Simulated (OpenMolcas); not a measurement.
## As IV: effect of the active space

| Property | Result |
| --- | --- |
| Program | OpenMolcas |
| Method | MS-CASPT2 or its RAS form, IPEA 0.25 Eh, imaginary shift 0.1 Eh |
| Basis | ANO-R2 |
| Scalar Hamiltonian | X2C, finite nucleus |
| Spin-orbit coupling | state interaction with AMFI integrals over the reference wave functions, term energies averaged over their components |

A. 2 electrons in 4 orbitals (4s 4p); 2S+1 = 3 even, 3 roots; 2S+1 = 1 even, 7 roots; 2S+1 = 3 odd, 3 roots; 2S+1 = 1 odd, 3 roots; closed shells correlated: 3d; CASPT2 step roughly 2.6 core-seconds
B. 2 electrons in 8 orbitals (4s 4p 5s 5p); 2S+1 = 3 even, 3 roots; 2S+1 = 1 even, 7 roots; 2S+1 = 3 odd, 3 roots; 2S+1 = 1 odd, 3 roots; closed shells correlated: 3d; CASPT2 step about 5 core-seconds
C. 2 electrons in 9 orbitals (RAS2 4s 4p; RAS3 4d, at most 2 electrons); 2S+1 = 3 even, 3 roots; 2S+1 = 1 even, 7 roots; 2S+1 = 3 odd, 3 roots; 2S+1 = 1 odd, 3 roots; closed shells correlated: 3d; CASPT2 step of the order of 7 core-seconds

Energies in cm⁻¹ above 4s² ¹S₀, the measured ground level; measured values from Moore, Atomic Energy Levels, vol. II, NSRDS-NBS 35 (1971 reprint of NBS Circular 467, 1952).

| Level | A | B | C | Measured |
| --- | --- | --- | --- | --- |
| 4s² ¹S₀ | 0.0 | 0.0 | 0.0 | 0.0 |
| 4s 4p ³P°₀ | 74570 | 74460 | 74760 |  |
| 4s 4p ³P°₁ | 75570 | 75460 | 75760 | 76962 |
| 4s 4p ³P°₂ | 77740 | 77630 | 77920 | 79492 |
| 4s 4p ¹P°₁ | 111410 | 111100 | 111000 | 112022 |
| 4p² ³P₀ | 177950 | 177790 | 178040 |  |
| 4p² ³P₁ | 179240 | 179060 | 179320 | 181468 |
| 4p² ³P₂ [57 %] | 180420 | 179860 | 181800 | 184394 |
| 4p² ¹D₂ [57 %] | 183710 | 182800 | 177710 |  |

Deviations, from unrounded energies. A percentage is the sum of absolute deviations over the sum of measured energies, with the sign that they share, or ± where signs differ.

```json
{"Against measurement": "mean absolute deviation (cm-1)", "Levels": "5", "A": "2000", "B": "2200", "C": "1700"}
{"Against measurement": "other configurations (%)", "Levels": "5", "A": "-1.6", "B": "-1.8", "C": "-1.3"}
```

C lies closest to measurement on these levels and B furthest from it. The largest miss of C in the table is 4p² ³P₂ [57 %], by -2600 cm-1. The ranking rests on the paired levels alone, and a cruder setting can come out closer through cancelling errors.

Among A to C the level of the table that moves most is 4p² ¹D₂ [57 %], by 6000 cm-1 (lowest in C, highest in A). Moves below CASPT2's spread within the term are not significant.

Term energies are means over components that CASPT2 splits; among the terms shown or strongly mixed into the levels shown the widest spread is 36 cm-1 (4p² ¹D, C). Over all roots computed the reference weight is 0.91 to 0.97 in A, 0.90 to 0.97 in B; the roots of lowest weight are the least certain, and an intruder state may touch them. The ¹D term of p² mixes with s d, which this space lacks (holds for A; B). Active for correlation alone: 5p 5s; no level in the range computed is led by a configuration that fills them, so any true level of that kind is missing (holds for B). Active for correlation alone: 4d; no level in the range computed is led by a configuration that fills it, so any true level of that kind is missing (holds for C). Some terms mix strongly with configurations of 4d, whose occupation reaches 0.24 (4p² ¹D) (holds for C). Measured partners are found by configuration, term and J. A level has none where our copy of the source lacks it or the pairing is in doubt (some pairs that miss far off the trend of their configuration count as doubtful), and it then counts in no deviation. Levels of configurations outside the active space are missing. The table leaves out levels that lie high or whose names do not pair safely across all columns.

A share in square brackets marks a mixed level and gives the weight of the term that names it, the lowest over the columns. ° marks odd parity.
